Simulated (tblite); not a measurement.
Compound: C₅H₁₀NOSi (charge +1).
Bonds: Si1–C2, C2–C3, C3–N4, N4–C5 (aromatic), C5–C6 (aromatic), C6–O7 (aromatic), O7–C8 (aromatic), N4–C8 (aromatic). Hydrogens: H9, H10, H11 on Si1; H12, H13 on C2; H14, H15 on C3; H16 on C5; H17 on C6; H18 on C8.
Bond orders are those of one Lewis drawing.

Computed with GFN2-xTB (tblite), gas phase: Langevin dynamics at 400 K from the optimised GFN2-xTB geometry, time step 0.5 fs, friction 0.01 fs⁻¹, 2000 steps.

Start geometry:
```
atom  x, y, z in Å
Si1    -3.046    0.406   -0.087
C2     -1.241   -0.283   -0.209
C3     -0.214    0.720    0.292
N4      1.125    0.169    0.188
C5      1.732   -0.647    1.106
C6      2.921   -1.011    0.559
O7      3.024   -0.437   -0.648
C8      1.941    0.260   -0.845
H9     -3.051    1.629   -0.886
H10    -3.908   -0.641   -0.612
H11    -3.261    0.691    1.330
H12    -1.165   -1.203    0.369
H13    -1.020   -0.538   -1.245
H14    -0.397    0.963    1.340
H15    -0.252    1.635   -0.299
H16     1.290   -0.895    2.049
H17     3.723   -1.632    0.909
H18     1.788    0.818   -1.751
```

The statistics below take the 31 frames saved every 25 fs from 250 to 1000 fs; their kinetic temperature (all 3N coordinates) averages 373 K.

Task: Give the mean, spread and extremes of the bond lengths.

Result: 
```json
{"bond": "Si1–C2", "start (Å)": "1.935", "mean (Å)": "1.950", "standard deviation (Å)": "0.043", "shortest (Å)": "1.881", "longest (Å)": "2.043"}
{"bond": "C2–C3", "start (Å)": "1.520", "mean (Å)": "1.533", "standard deviation (Å)": "0.038", "shortest (Å)": "1.473", "longest (Å)": "1.615"}
{"bond": "C3–N4", "start (Å)": "1.452", "mean (Å)": "1.452", "standard deviation (Å)": "0.031", "shortest (Å)": "1.396", "longest (Å)": "1.527"}
{"bond": "N4–C5", "start (Å)": "1.370", "mean (Å)": "1.368", "standard deviation (Å)": "0.020", "shortest (Å)": "1.336", "longest (Å)": "1.405"}
{"bond": "C5–C6", "start (Å)": "1.358", "mean (Å)": "1.366", "standard deviation (Å)": "0.021", "shortest (Å)": "1.329", "longest (Å)": "1.412"}
{"bond": "C6–O7", "start (Å)": "1.341", "mean (Å)": "1.355", "standard deviation (Å)": "0.028", "shortest (Å)": "1.288", "longest (Å)": "1.399"}
{"bond": "O7–C8", "start (Å)": "1.302", "mean (Å)": "1.304", "standard deviation (Å)": "0.015", "shortest (Å)": "1.281", "longest (Å)": "1.343"}
{"bond": "N4–C8", "start (Å)": "1.320", "mean (Å)": "1.336", "standard deviation (Å)": "0.019", "shortest (Å)": "1.299", "longest (Å)": "1.387"}
{"bond": "Si1–H9", "start (Å)": "1.461", "mean (Å)": "1.471", "standard deviation (Å)": "0.050", "shortest (Å)": "1.396", "longest (Å)": "1.583"}
{"bond": "Si1–H10", "start (Å)": "1.455", "mean (Å)": "1.466", "standard deviation (Å)": "0.031", "shortest (Å)": "1.406", "longest (Å)": "1.547"}
{"bond": "Si1–H11", "start (Å)": "1.461", "mean (Å)": "1.465", "standard deviation (Å)": "0.042", "shortest (Å)": "1.399", "longest (Å)": "1.561"}
{"bond": "C2–H12", "start (Å)": "1.089", "mean (Å)": "1.097", "standard deviation (Å)": "0.044", "shortest (Å)": "1.001", "longest (Å)": "1.192"}
{"bond": "C2–H13", "start (Å)": "1.090", "mean (Å)": "1.091", "standard deviation (Å)": "0.029", "shortest (Å)": "1.013", "longest (Å)": "1.145"}
{"bond": "C3–H14", "start (Å)": "1.091", "mean (Å)": "1.098", "standard deviation (Å)": "0.042", "shortest (Å)": "1.016", "longest (Å)": "1.185"}
{"bond": "C3–H15", "start (Å)": "1.090", "mean (Å)": "1.099", "standard deviation (Å)": "0.037", "shortest (Å)": "1.030", "longest (Å)": "1.174"}
{"bond": "C5–H16", "start (Å)": "1.071", "mean (Å)": "1.076", "standard deviation (Å)": "0.028", "shortest (Å)": "1.027", "longest (Å)": "1.136"}
{"bond": "C6–H17", "start (Å)": "1.073", "mean (Å)": "1.077", "standard deviation (Å)": "0.033", "shortest (Å)": "1.017", "longest (Å)": "1.142"}
{"bond": "C8–H18", "start (Å)": "1.075", "mean (Å)": "1.082", "standard deviation (Å)": "0.024", "shortest (Å)": "1.044", "longest (Å)": "1.157"}
```

Task: Give the same statistics for bond angles, one of each kind among heavy atoms.

Result: 
```tsv
angle	start (°)	mean (°)	standard deviation (°)	smallest (°)	largest (°)
Si1–C2–C3	112.0	112.4	6.0	100.0	124.0
C2–C3–N4	110.5	111.6	4.0	102.9	121.5
C3–N4–C5	125.9	126.8	4.1	118.5	136.5
C3–N4–C8	126.9	125.7	4.8	115.0	134.7
C5–N4–C8	106.9	106.9	1.8	103.7	111.5
N4–C5–C6	106.2	106.5	2.0	100.7	110.0
C5–C6–O7	108.3	107.8	2.3	104.0	112.8
C6–O7–C8	107.5	107.7	2.5	102.5	113.2
N4–C8–O7	111.1	110.7	2.0	105.8	115.7
```

Task: How far does each atom move about its mean position (frames aligned on the start, all atoms weighted alike), and what rms force does it feel?

Result: 
| atom | rms displacement (Å) | rms force (eV/Å) |
| --- | --- | --- |
| Si1 | 0.20 | 1.63 |
| C2 | 0.17 | 2.08 |
| C3 | 0.22 | 2.22 |
| N4 | 0.14 | 1.74 |
| C5 | 0.34 | 1.84 |
| C6 | 0.18 | 2.07 |
| O7 | 0.35 | 1.64 |
| C8 | 0.40 | 1.58 |
| H9 | 1.41 | 0.86 |
| H10 | 1.41 | 0.66 |
| H11 | 1.27 | 0.81 |
| H12 | 0.30 | 1.46 |
| H13 | 0.28 | 1.11 |
| H14 | 0.38 | 1.36 |
| H15 | 0.35 | 1.28 |
| H16 | 0.70 | 1.01 |
| H17 | 0.36 | 1.18 |
| H18 | 0.74 | 0.86 |

The displacements run from 0.14 to 1.41 Å.

Task: How widely does the potential energy scatter, against a harmonic estimate?

Result: Mean 0.79 eV above the start, standard deviation 0.112 eV, range 0.48 to 1.00 eV. For 48 classical harmonic modes at 400 K the canonical values are 48kT/2 = 0.83 eV and kT·√(48/2) = 0.169 eV.

The run is classical and short, so these are rough statistics of one trajectory.

What follows is the cost of the whole dynamics run. The run took 23 s of wall time on an Arm Neoverse N1 with one thread, on a shared host.
